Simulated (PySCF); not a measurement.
# Electronic structure of Ho³⁺ (holmium, charge +3) at the UHF level

Configuration: [Xe] 4f10, one real determinant. Calculation: PySCF 2.14, in cc-pVDZ-X2C (8s7p5d3f1g, 84 functions); scalar relativity by spin-free X2C-1e.

* Total energy: -12609.978244 hartree
* One-electron energy: -17212.7795 hartree
* Hartree (Coulomb) energy: 4872.2291 hartree
* Exchange energy: -269.4279 hartree
* ⟨S²⟩: 6.0038
* ⟨L²⟩: 34.019
* Sum of ⟨r⟩: 33.88 bohr
* Sum of ⟨r²⟩: 33.59 bohr²
* Traceless quadrupole moment −½Σ⟨3z² − r²⟩ along its main axis: -0.0462 e·bohr²
* Langevin diamagnetic susceptibility: -26.6 ×10⁻⁶ cm³/mol

```tsv
shell	electrons	mean orbital energy (eV)	spread (eV)	rms radius, mean of both spins (bohr)
1s α	1	-55924.9	0	0.0236
1s β	1	-55924.9	0	0.0236
2s α	1	-9508.0	0	0.0952
2s β	1	-9507.8	0	0.0952
2p α	3	-8438.1	0.072	0.0859
2p β	3	-8437.9	0.066	0.0859
3s α	1	-2205.3	0	0.245
3s β	1	-2202.1	0	0.245
3p α	3	-1870.6	0.423	0.245
3p β	3	-1867.1	0.216	0.245
3d α	5	-1436.6	0.529	0.225
3d β	5	-1432.8	0.581	0.225
4s α	1	-492.03	0	0.551
4s β	1	-484.34	0	0.551
4p α	3	-379.18	0.682	0.585
4p β	3	-370.73	0.170	0.585
4d α	5	-222.43	1.056	0.643
4d β	5	-211.54	2.034	0.643
5s α	1	-92.878	0	1.35
5s β	1	-90.378	0	1.35
5p α	3	-62.164	0.285	1.56
5p β	3	-60.278	0.143	1.56
4f α	7	-49.173	1.424	0.864
4f β	3	-44.779	0.289	0.864
```

⟨L²⟩ = 34.02 against 42 for a pure I term, so this real determinant mixes terms. Spin-orbit coupling, absent here, splits the open shell strongly.

Densities and radii are taken from the X2C orbitals without a picture-change correction, which distorts them close to the nucleus.

Spin-orbit constants ζ (cm⁻¹) from the X2C one-electron operator on these orbitals: bare nucleus, nucleus screened by l(l+1)(2l+1)/3 electrons, and screened by the Breit-Pauli mean field of the electrons.

```csv
shell,bare,screened nucleus,mean field
2p,4410000,4278000,n/a
3p,930300,902500,n/a
3d,145600,123900,n/a
4p,204900,198800,n/a
4d,27160,23110,n/a
4f,4178,2432,n/a
5p,27350,26540,n/a
```

To first order the Landé constant is A = -608.0 cm⁻¹, so the lowest level has J = 8 and lies 0.905 eV below the centre of the term. This holds in LS coupling only.
